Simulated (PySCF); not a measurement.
This script is equivalent to a calculation on Ne³⁺ (neon, charge +3).

```python
from pyscf import gto, scf, dft, mp, cc
import basis_set_exchange as bse
mol = gto.M(atom="Ne 0 0 0", charge=3, spin=3, symmetry="D2h",
            basis=gto.basis.parse(bse.get_basis("dyall-acv3z", elements=["Ne"], fmt="nwchem")),
            nucmod="G")
mf = dft.UKS(mol, xc="PBE0").sfx2c1e()
mf.irrep_nelec = {'Ag': (2, 2), 'B1u': (1, 0), 'B2u': (1, 0), 'B3u': (1, 0)}
mf.kernel()
```

Question: What total energy does it give?

Answer: -124.375 hartree (calculated).

Question: Which occupied shell lies highest, and where?

Answer: 2p α, at -87.614 eV.

Question: What is ⟨S²⟩, and what would a pure spin state give?

Answer: 3.751, against 3.75.
